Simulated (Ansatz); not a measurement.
Ideal-gas functions of FH$_{3}$HfSe$_{3}$, SMILES `[F][Hf]([SeH])([SeH])[SeH]` at 600 K and 1 bar, from an Ansatz frequency run at PBE0-D4/def2-TZVP.

Molar mass 437.39 g/mol, point group C3 (symmetry number 3), electronic degeneracy 1, moments of inertia 884.703, 884.917, 1401.893 u Å². Harmonic wavenumbers (cm⁻¹, unscaled): 55, 56, 68, 84, 85, 138, 138, 185, 220, 238, 238, 397, 402, 403, 663, 2418, 2418, 2418.

Use S(trans) = R[1.5 ln M + 2.5 ln T − 1.1517]; rotational temperatures θ = 24.2544 K / I; S(rot) = R[ln(√π/σ · √(T³/θAθBθC)) + 1.5]; for each mode x = 1.438777 ν̃/T, S = R[x/(eˣ − 1) − ln(1 − e⁻ˣ)] and H = RT x/(eˣ − 1); 1 cm⁻¹ = 0.0119627 kJ/mol; R = 8.31446 J/(mol·K).

Q: By hand: the entropy, in J/(mol·K).

A: Translation 199.2. Rotation: θ = 0.0274, 0.0274, 0.0173 K, giving 134.7. Vibration, mode by mode: 25.16, 25.01, 23.40, 21.65, 21.55, 17.55, 17.55, 15.14, 13.73, 13.09, 13.09, 9.03, 8.93, 8.91, 5.28, 0.17, 0.17, 0.17, in all 239.6. Electronic 0.0. Sum 573.5 J/(mol·K).

Q: By hand: H − E and G − E in kJ/mol, counted from the electronic energy.

A: Zero-point energy ½ × 10624 × 0.0119627 = 63.5; thermal vibration 57.7; translation, rotation and pV give 4 RT = 20.0. H − E = 141.2 kJ/mol, and G − E = 141.2 − 600 × 573.5/1000 = -202.9 kJ/mol.

Vibration gives 42 % of the entropy, 151.9 J/(mol·K) of it from the modes under 150 cm⁻¹: soft modes count most, and the harmonic formula is weakest for them. The sum counts one conformer and one mirror image; others add a mixing term.
